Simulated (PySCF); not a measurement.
# Scandium: a sound run and one with changed settings

Sound run: Sc²⁺ [Ar] 3d1, Sc³⁺ [Ar]. Computed with PySCF 2.14 in jorge-DZP-DKH (8s6p2d1f, 43 functions), with the spin-free X2C one-electron Hamiltonian (Gaussian nucleus). The sound run starts from symmetry-adapted Hartree-Fock orbitals and uses a fine grid where one is needed.

A second run was set up differently.

| species | method | sound run (hartree) | changed run (hartree) | converged |
| --- | --- | --- | --- | --- |
| Sc²⁺ | UHF | -762.61809 | -762.61809 | yes |
| Sc²⁺ | MN15 | -763.86162 | -763.98442 | yes |
| Sc²⁺ | BP86 | -763.54252 | -763.54941 | yes |
| Sc³⁺ | UHF | -761.73961 | -761.73961 | yes |
| Sc³⁺ | MN15 | -762.94764 | -763.05337 | yes |
| Sc³⁺ | BP86 | -762.60685 | -762.60924 | yes |

Ionisation energy of Sc²⁺:

```csv
method,sound run (eV),changed run (eV)
UHF,23.905,23.905
MN15,24.871,25.335
BP86,25.461,25.583
```

**Question.** What was changed?
A. too few SCF iterations
B. radial grid too coarse
C. level shift left on
D. basis contracted for another Hamiltonian

**Answer.** B. It used radial step 0.5 in ln r (0.13 in the sound run). A coarse radial grid mis-integrates the density and the exchange-correlation energy, with errors of either sign; Hartree-Fock needs no grid.
